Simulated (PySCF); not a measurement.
AlF4, charge -1, singlet, at a GFN2-xTB geometry (such geometries of metal compounds can be far from the true shape). Base run: DF-BLYP/6-31G (PySCF).

The PySCF input:
```python
from pyscf import gto, scf, dft

mol = gto.M(
    atom='''
Al   -0.000000    0.000000   -0.000000
F     1.586799   -0.299633   -0.476104
F     0.000013    0.796178    1.483404
F    -0.759757    0.962559   -1.153531
F    -0.827055   -1.459103    0.146232
''',
    basis='6-31g',
    charge=-1,
    spin=0,
    verbose=4,
)

mf = dft.RKS(mol)
mf.xc = 'blyp'
mf = mf.density_fit(auxbasis='def2-universal-jkfit')
mf.kernel()
mf.analyze()
```

Variants of this job, named by their change:

```
change                 basis functions      E (Eh)  HOMO (eV)  HOMO-LUMO gap (eV)  core-seconds (rough)
---------------------  ---------------  ----------  ---------  ------------------  --------------------
base                                49  -642.01844      -2.41                7.41                     3
basis = STO-3G                      29  -632.93697       6.61                9.11                     2
basis = LANL2DZ                     44  -401.74523      -2.98                8.51                     3
basis = def2-SVP                    74  -641.75240      -2.23                7.61                     5
basis = pcseg-1                     74  -642.09185      -2.83                7.95                     6
basis = cc-pVDZ                     74  -642.14718      -2.40                8.10                     6
basis = 6-311G**                    98  -642.28394      -2.63                8.09                     7
basis = aug-pcseg-1                119  -642.13293      -3.41                6.42                     9
basis = 6-311+G(2d,p)              143  -642.34551      -3.35                6.87                    10
basis = cc-pVTZ                    154  -642.34585      -2.96                8.09                    10
basis = cc-pV(T+d)Z                159  -642.35560      -2.96                8.10                    10
basis = def2-TZVP                  161  -642.38297      -3.07                8.12                    10
basis = def2-TZVPD                 203  -642.39237      -3.35                6.77                    20
```

Totals compare only among sets that treat the same electrons; sets with core potentials leave the core out.
